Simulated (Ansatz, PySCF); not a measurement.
Process, species as SMILES: CN[SiH3] → [NH][SiH3] + [CH3] (CH3) (the C-N bond at the site shown breaks; other sites are not compared here)
Geometries: B3LYP-D3(BJ)/def2-TZVP minima from Ansatz (an electronic-structure program).
Geometry of the first species:
```xyz
10

C     -1.6126     0.4066    -0.4022
N     -0.4868     0.2290     0.5037
Si     1.0678    -0.2976    -0.0086
H     -2.1571    -0.5221    -0.6138
H     -1.2533     0.8015    -1.3549
H     -2.3225     1.1326     0.0005
H     -0.7619     0.0269     1.4522
H      1.1173    -1.6794    -0.5665
H      1.5478     0.6091    -1.0798
H      1.9631    -0.2452     1.1702
```
Charge 0, spin multiplicity 1.

Quantity: bond dissociation energy (enthalpy at 298 K, with B3LYP-D3(BJ) rigid-rotor harmonic-oscillator terms from PySCF), in kJ/mol. Cores are frozen in the correlated levels unless marked. UHF or UKS for open shells. No spin-orbit coupling. Non-relativistic. CBS(X,Y): correlation extrapolated as X^-3; Hartree-Fock from the larger set. The bracket is a focal-point correction in the basis named.

Level to compare with: RI-MP2/CBS(aug-cc-pV(T+d)Z,aug-cc-pV(Q+d)Z)+[CCSD(T)-MP2]/aug-cc-pV(T+d)Z (Ansatz), 372.2 kJ/mol. It is a level with limits of its own, and the differences hold the functionals' basis error too.

Problem. Rank these functionals by how close they come to RI-MP2/CBS(aug-cc-pV(T+d)Z,aug-cc-pV(Q+d)Z)+[CCSD(T)-MP2]/aug-cc-pV(T+d)Z, closest first: SVWN5/def2-TZVPD (Ansatz); BHLYP/def2-TZVPD (Ansatz); HSE06/def2-TZVPD (Ansatz); wB97X/def2-TZVPD (Ansatz).

Solution. wB97X/def2-TZVPD (range-separated hybrid, 368.3 kJ/mol, difference -3.9), HSE06/def2-TZVPD (screened hybrid, 358.3 kJ/mol, difference -13.9), BHLYP/def2-TZVPD (global hybrid, 330.7 kJ/mol, difference -41.5), SVWN5/def2-TZVPD (LDA, 451.4 kJ/mol, difference 79.2)
